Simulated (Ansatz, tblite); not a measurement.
Isomers of Mg₄S₄⁻ (doublet), found by a short tight-binding search and relaxed with r2SCAN-D4/def2-SVPD in Ansatz.

The xTB rows come from tblite. Correlated methods freeze 24 core orbitals; core or outer-core shells of Mg are correlated, in sets that lack core-valence functions.

Run but left out: HF/def2-SVPD, HF/def2-TZVPD, MP2/def2-SVPD (B: ⟨S²⟩ 1.42 to 1.43, where a pure state has 0.75); HF/def2-SVPD, HF/def2-TZVPD, MP2/def2-SVPD (C: ⟨S²⟩ 1.47 to 1.48, where a pure state has 0.75).

B: At r2SCAN-D4/def2-TZVPD, PBE0-D4/def2-TZVPD, BHLYP-D4/def2-TZVPD the charge -1 doublet is spin-contaminated (final ⟨S²⟩ up to 0.94, 0.75 for a pure state). C: At r2SCAN-D4/def2-TZVPD, PBE0-D4/def2-TZVPD, BHLYP-D4/def2-TZVPD the charge -1 doublet is spin-contaminated (final ⟨S²⟩ up to 1.01, 0.75 for a pure state).

Other spin states weren't relaxed.

A:

```xyz
8

Mg    0.224   -1.307    1.591
Mg    1.108    2.073   -1.694
Mg   -0.841    1.203    0.577
Mg    0.216   -0.886   -1.287
S    -1.349    0.152    2.605
S    -1.153    1.093   -1.878
S     1.587    0.598    0.229
S     0.209   -2.927   -0.143
```

B:

| atom | x (Å) | y (Å) | z (Å) |
| --- | --- | --- | --- |
| Mg1 | 2.322 | 0.073 | 2.404 |
| Mg2 | 2.022 | 0.154 | -0.457 |
| Mg3 | -2.226 | -0.484 | 1.108 |
| Mg4 | -0.811 | 0.308 | -1.593 |
| S5 | 0.387 | -1.215 | 1.165 |
| S6 | 0.043 | 0.941 | 1.115 |
| S7 | -3.017 | -0.193 | -1.100 |
| S8 | 1.279 | 0.415 | -2.642 |

C:

Cartesian coordinates in Å:
```
Mg -2.422 0.403 -1.483
Mg 3.488 1.089 1.721
Mg 0.617 1.417 1.829
Mg -0.014 -0.715 -0.146
S -0.428 -0.704 -2.600
S 1.841 -0.687 1.419
S -1.402 1.252 0.640
S -1.680 -2.054 -1.379
```

D:

```xyz
8

Mg   -3.289    0.446    1.182
Mg   -1.007   -0.685   -0.679
Mg    2.509   -0.410   -0.996
Mg    1.468    1.280    1.356
S    -0.768    0.899    1.304
S    -3.330   -1.007   -0.666
S     0.815   -1.482   -2.037
S     3.602    0.959    0.536
```

Q: Estimate which lies lowest at each level, and how far above it the others are (kJ/mol).

A: 
```json
{"level": "GFN1-xTB", "A": "39.9", "B": "48.3", "C": "109.1", "D": "0.0"}
{"level": "GFN2-xTB", "A": "0.0", "B": "195.8", "C": "213.3", "D": "86.0"}
{"level": "PBE-D4/def2-TZVPD", "A": "0.0", "B": "262.8", "C": "237.8", "D": "52.3"}
{"level": "r2SCAN-D4/def2-TZVPD", "A": "0.0", "B": "301.7", "C": "266.3", "D": "51.2"}
{"level": "PBE0-D4/def2-TZVPD", "A": "0.0", "B": "289.8", "C": "259.1", "D": "57.6"}
{"level": "BHLYP-D4/def2-TZVPD", "A": "0.0", "B": "317.2", "C": "277.5", "D": "43.2"}
{"level": "RPA@PBE/def2-SVPD", "A": "0.0", "B": "283.0", "C": "245.3", "D": "50.1"}
```
Point groups (tolerance 0.1 Å): A Cs, B not assigned, C not assigned, D Cs. Lower isomers may exist.
